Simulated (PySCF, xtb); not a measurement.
FGeH5OSi, SMILES [GeH3][O][SiH2]F. Other conformers were not sampled.

Harmonic wavenumbers (cm⁻¹) from xtb with GFN2-xTB at its own minimum, in rising order: 10, 53, 59, 263, 395, 544, 575, 596, 600, 730, 745, 781, 793, 798, 826, 997, 1949, 2028, 2046, 2346, 2361.

**Question.** What does PBE0-D3(BJ)/def2-SVP (PySCF) give at its own minimum? (Estimate from the structure and the level; the computed values follow.)

**Answer.** 24, 53, 93, 334, 515, 640, 654, 714, 743, 858, 871, 873, 877, 968, 976, 1060, 2163, 2184, 2194, 2262, 2293. Paired by order, the mean absolute difference is 103 cm⁻¹ and the zero-point energies are 27.9 and 30.5 kcal/mol.
